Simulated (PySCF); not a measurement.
Frontier orbitals and the lowest excitations

Species: H3SiCHF2, CH₄F₂Si.
Cartesian coordinates in Å at the PBE0-D3(BJ)/def2-SVP level; atoms count from 1:
```xyz
8
CH4F2Si angstrom
F     -1.385    0.984   -0.859
C     -0.966    0.023    0.005
F     -1.422   -1.177   -0.442
Si     0.955   -0.003    0.056
H     -1.444    0.220    0.984
H      1.392   -1.087    0.982
H      1.439    1.319    0.550
H      1.450   -0.260   -1.325
```

Computed with TDDFT B3LYP/def2-SVPD, vertical, gas phase, core orbitals frozen in the response (PySCF).

Kohn–Sham orbitals with the atoms that hold most of them (Löwdin shares over 4%, at most four atoms; ? is withheld):

```json
{"orbital": "LUMO+2", "ε (eV)": "0.49", "atoms": "Si4 46%, H6 13%, H7 12%, C2 9%"}
{"orbital": "LUMO+1", "ε (eV)": "0.40", "atoms": "Si4 51%, H8 18%, H7 10%, H6 10%"}
{"orbital": "LUMO", "ε (eV)": "-0.02", "atoms": "Si4 36%, C2 17%, H7 11%, H6 11%"}
{"orbital": "HOMO", "ε (eV)": "-8.61", "atoms": "?"}
{"orbital": "HOMO-1", "ε (eV)": "-9.98", "atoms": "Si4 41%, H6 27%, H7 22%"}
{"orbital": "HOMO-2", "ε (eV)": "-10.00", "atoms": "Si4 42%, H8 32%, H7 12%, H6 8%"}
{"orbital": "HOMO-3", "ε (eV)": "-11.36", "atoms": "F1 33%, F3 32%, C2 17%, H5 9%"}
```

Task: Which atoms hold the HOMO, and with what shares?

Result: C2 (bonded to 2 F, Si and H) 27%; F1 (bonded to C) 19%; F3 (bonded to C) 19%; Si4 (bonded to C and 3 H) 18%. By element: fluorine 39%, carbon 27%, silicon 18%.

Task: How does S1 compare with the orbital gap of 8.59 eV?

Result: S1 is at 7.62 eV (f = 0.042), 0.97 eV below the gap, made of HOMO→LUMO (96%). 

Next come S2 at 7.98 eV (f 0.0009), HOMO→LUMO+2 (60%), HOMO→LUMO+1 (35%); S3 at 8.04 eV (f 0.0032), HOMO→LUMO+3 (94%); S4 at 8.37 eV (f 0.162), HOMO→LUMO+1 (62%), HOMO→LUMO+2 (33%); S5 at 8.87 eV (f 0.0004), HOMO-2→LUMO (60%), HOMO→LUMO+4 (32%).
